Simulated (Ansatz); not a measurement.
Start from `CC[Se]BF` and change one atom or group to get `CC[Se]C`.

Ansatz, PBE0-D4/def2-TZVP geometries, multiplicity 1. Each molecule was computed in one conformer, which needn't be the lowest.

Scalar relativity is left out up to krypton.

| property | `CC[Se]BF` |
| --- | --- |
| LUMO energy (PBE0/def2-TZVPP) / eV | -0.60 |
| HOMO energy (PBE0/def2-TZVPP) / eV | -7.23 |
| LUMO energy (PBE/def2-TZVPP) / eV | -1.52 |
| LUMO energy (B3LYP/def2-TZVPP) / eV | -0.81 |
| HOMO–LUMO gap (ωB97M-V/def2-TZVPP) / eV | 10.69 |
| HOMO energy (PBE/def2-TZVPP) / eV | -6.14 |

(1) Give the same properties after the change, and the shifts. (Best estimate.)

## Answers

(1) The calculation gave: 
```csv
property,`CC[Se]C`,shift
LUMO energy (PBE0/def2-TZVPP) / eV,0.39,0.99
HOMO energy (PBE0/def2-TZVPP) / eV,-5.96,1.27
LUMO energy (PBE/def2-TZVPP) / eV,-0.51,1.01
LUMO energy (B3LYP/def2-TZVPP) / eV,0.11,0.92
HOMO–LUMO gap (ωB97M-V/def2-TZVPP) / eV,10.30,-0.39
HOMO energy (PBE/def2-TZVPP) / eV,-4.81,1.33
```

With PBE0 the HOMO rises by 1.27 eV and the LUMO rises by 0.99 eV, so the gap narrows by about 0.28 eV. PBE moves the HOMO by 1.33 eV and ωB97M-V by 1.20 eV.

B3LYP here is the variant with VWN-RPA as its local correlation; programs differ in this.

Spin–orbit coupling is left out; it splits and shifts lone-pair levels of the heavy atoms by tenths of an eV.
